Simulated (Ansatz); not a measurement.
Ansatz (a first-principles code) input (HF/def2-TZVP):

Ansatz 0.2 input:
```yaml
crystal:
  periodic: [false, false, false]
  atoms:
    - {symbol: O, position_ang: [1.14207638, -0.57711701, 0.03962065]}
    - {symbol: C, position_ang: [-0.16899708, 0.04002171, -0.00836365]}
    - {symbol: O, position_ang: [-0.13209157, 1.28601244, 0.06261514]}
    - {symbol: O, position_ang: [-1.09820330, -0.76284603, -0.11072653]}
    - {symbol: H, position_ang: [1.71973041, 0.19147453, 0.11810776]}
basis:
  gaussian:
    orbitals: def2-TZVP
hamiltonian:
  xc: {name: HF}
total_charge: -1
relax: {f_tol: 0.003, max_steps: 100}
```

Output:

```
Functional definition: HF
integrals: 0.03 GiB planned
823 factors; their error is unknown
mean field: 0.25 GiB planned
mean field evaluation 1: about -7158.8263 eV, gradient 4.1e1 eV
mean field evaluation 2: about -7160.9772 eV, gradient 2.6e1 eV
mean field evaluation 4: about -7162.0788 eV, gradient 1.2e0 eV
mean field evaluation 8: about -7162.0831 eV, gradient 4.2e-2 eV
mean field evaluation 16: about -7158.9235 eV, gradient 4.2e1 eV
mean field -7162.19083743 eV, -263.2056585683 hartree, gradient 2.1e-5 eV, S^2 0.000000; 0 other end points of the search recorded, 0 dependent functions left out
the calculation of the forces begins
reference -7162.19083743 eV, -263.2056585683 hartree; 16, 16 occupied and 114, 114 virtual orbitals, 823 factors
relax step   1: F+E_penalty+E_count = -7162.19083743 eV  Δ(F+E_penalty+E_count) = +0.000e0 eV  max|allowed force component| = 1.973e0 eV/Å  Δτ_max = 0.0000 Å  (36 SCF iters, accepted)
these checks for a lower state are left out or cut short: starts, cluster_reference, orbital_swaps, neighbouring_geometries, increment
integrals: 0.03 GiB planned
823 factors; their error is unknown
mean field: 0.25 GiB planned
mean field -7162.28091075 eV, -263.2089687015 hartree, gradient 1.6e-5 eV, S^2 0.000000; 0 other end points of the search recorded, 0 dependent functions left out
the calculation of the forces begins
reference -7162.28091075 eV, -263.2089687015 hartree; 16, 16 occupied and 114, 114 virtual orbitals, 823 factors
relax step   2: F+E_penalty+E_count = -7162.28091075 eV  Δ(F+E_penalty+E_count) = -9.007e-2 eV  max|allowed force component| = 6.356e-1 eV/Å  Δτ_max = 0.0239 Å  (33 SCF iters, accepted)
these checks for a lower state are left out or cut short: starts, cluster_reference, orbital_swaps, neighbouring_geometries, increment
integrals: 0.03 GiB planned
823 factors; their error is unknown
mean field: 0.25 GiB planned
mean field -7162.29118621 eV, -263.2093463177 hartree, gradient 1.5e-5 eV, S^2 0.000000; 0 other end points of the search recorded, 0 dependent functions left out
the calculation of the forces begins
reference -7162.29118621 eV, -263.2093463177 hartree; 16, 16 occupied and 114, 114 virtual orbitals, 823 factors
relax step   3: F+E_penalty+E_count = -7162.29118621 eV  Δ(F+E_penalty+E_count) = -1.028e-2 eV  max|allowed force component| = 4.154e-1 eV/Å  Δτ_max = 0.0128 Å  (33 SCF iters, accepted)
these checks for a lower state are left out or cut short: starts, cluster_reference, orbital_swaps, neighbouring_geometries, increment
integrals: 0.03 GiB planned
823 factors; their error is unknown
mean field: 0.25 GiB planned
mean field evaluation 32: about -7162.1278 eV, gradient 4.1e0 eV
mean field -7162.27798683 eV, -263.2088612497 hartree, gradient 1.6e-5 eV, S^2 0.000000; 0 other end points of the search recorded, 0 dependent functions left out
the calculation of the forces begins
reference -7162.27798683 eV, -263.2088612497 hartree; 16, 16 occupied and 114, 114 virtual orbitals, 823 factors
relax step   4: F+E_penalty+E_count = -7162.27798683 eV  Δ(F+E_penalty+E_count) = +1.320e-2 eV  max|allowed force component| = 1.086e0 eV/Å  Δτ_max = 0.0226 Å  (32 SCF iters, rejected (line search))
these checks for a lower state are left out or cut short: starts, cluster_reference, orbital_swaps, neighbouring_geometries, increment
integrals: 0.03 GiB planned
823 factors; their error is unknown
mean field: 0.25 GiB planned
mean field -7162.29361287 eV, -263.2094354961 hartree, gradient 1.5e-5 eV, S^2 0.000000; 0 other end points of the search recorded, 0 dependent functions left out
the calculation of the forces begins
reference -7162.29361287 eV, -263.2094354961 hartree; 16, 16 occupied and 114, 114 virtual orbitals, 823 factors
relax step   5: F+E_penalty+E_count = -7162.29361287 eV  Δ(F+E_penalty+E_count) = -2.427e-3 eV  max|allowed force component| = 9.081e-3 eV/Å  Δτ_max = 0.0058 Å  (33 SCF iters, accepted)
these checks for a lower state are left out or cut short: starts, cluster_reference, orbital_swaps, neighbouring_geometries, increment
integrals: 0.03 GiB planned
823 factors; their error is unknown
mean field: 0.25 GiB planned
mean field -7162.29361907 eV, -263.2094357238 hartree, gradient 1.5e-5 eV, S^2 0.000000; 0 other end points of the search recorded, 0 dependent functions left out
the calculation of the forces begins
reference -7162.29361907 eV, -263.2094357238 hartree; 16, 16 occupied and 114, 114 virtual orbitals, 823 factors
relax step   6: F+E_penalty+E_count = -7162.29361907 eV  Δ(F+E_penalty+E_count) = -6.198e-6 eV  max|allowed force component| = 4.151e-3 eV/Å  Δτ_max = 0.0007 Å  (34 SCF iters, accepted)
these checks for a lower state are left out or cut short: starts, cluster_reference, orbital_swaps, neighbouring_geometries, increment
integrals: 0.03 GiB planned
823 factors; their error is unknown
mean field: 0.25 GiB planned
mean field -7162.29361987 eV, -263.2094357532 hartree, gradient 1.5e-5 eV, S^2 0.000000; 0 other end points of the search recorded, 0 dependent functions left out
the calculation of the forces begins
reference -7162.29361987 eV, -263.2094357532 hartree; 16, 16 occupied and 114, 114 virtual orbitals, 823 factors
relax step   7: F+E_penalty+E_count = -7162.29361987 eV  Δ(F+E_penalty+E_count) = -8.003e-7 eV  max|allowed force component| = 2.081e-3 eV/Å  Δτ_max = 0.0004 Å  (34 SCF iters, accepted)
integrals: 0.03 GiB planned
823 factors; their error is unknown
mean field: 0.25 GiB planned
mean field evaluation 64: about -7162.2936 eV, gradient 9.4e-3 eV
mean field -7162.29361987 eV, -263.2094357532 hartree, gradient 1.5e-5 eV, S^2 0.000000; 1 other end points of the search recorded, 0 dependent functions left out
the calculation of the forces begins
reference -7162.29361987 eV, -263.2094357532 hartree; 16, 16 occupied and 114, 114 virtual orbitals, 823 factors
Total energy: -7162.29361987 eV, -263.2094357532 hartree
Atom 0 at     1.112759    -0.550330     0.039263 Å, force     0.000054    -0.001603    -0.000085 eV/Å
Atom 1 at    -0.152200     0.037023    -0.007478 Å, force     0.001915     0.002081     0.000234 eV/Å
Atom 2 at    -0.132575     1.264142     0.061380 Å, force    -0.001003    -0.000009    -0.000063 eV/Å
Atom 3 at    -1.071363    -0.749693    -0.108323 Å, force     0.000151    -0.000491    -0.000018 eV/Å
Atom 4 at     1.705894     0.176403     0.116412 Å, force    -0.001117     0.000021    -0.000069 eV/Å
Dipole moment:     0.662670     0.028921     0.043038 e Å
```

It need not be the lowest isomer of its formula.
